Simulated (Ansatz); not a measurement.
Reaction (SMILES): Br[Si]Br (closed-shell singlet) → 2 Br atom + Si atom
B3LYP-D3(BJ)/def2-TZVP geometries, fixed; electronic energies without zero-point terms.
Largest species:
```xyz
3

Si     0.0168     0.0210     1.1850
Br     0.9530    -1.4915    -0.2242
Br    -0.9597     1.4831    -0.2498
```
Charge 0, spin multiplicity 1.

Basis-set convergence of the atomisation energy at MP2 with Ansatz (a first-principles code). Cartesian d functions, on some or all atoms, in 6-31G**; all else is spherical. Cores are frozen (with 3d on Ga to Br). A restricted Hartree-Fock determinant is unstable towards unrestricted orbitals. Open shells are unrestricted. No added dispersion term, no relativity. Functions are those of the species that has most. Reference: Hartree-Fock in aug-cc-pV(5+d)Z plus the correlation part extrapolated as X^-3 from aug-cc-pV(Q+d)Z and aug-cc-pV(5+d)Z, 187.45 kcal/mol, itself unsure by roughly 0.68 kcal/mol (a third of the extrapolation step and of the last Hartree-Fock step). Deviations are taken from unrounded values.

```csv
basis,functions,atomisation energy (kcal/mol),minus reference (kcal/mol)
STO-3G,45,181.42,-6.03
cc-pV(D+d)Z,77,162.40,-25.05
6-31G**,89,161.53,-25.93
aug-pcseg-1,99,166.96,-20.49
aug-cc-pV(D+d)Z,104,167.17,-20.28
cc-pV(T+d)Z,125,176.56,-10.89
def2-TZVPD,157,177.48,-9.97
aug-cc-pV(T+d)Z,173,178.59,-8.86
cc-pV(Q+d)Z,200,182.42,-5.03
aug-cc-pV(Q+d)Z,275,183.50,-3.95
aug-pcseg-3,275,183.10,-4.35
cc-pV(5+d)Z,308,184.80,-2.65
pcseg-4,327,184.60,-2.86
```
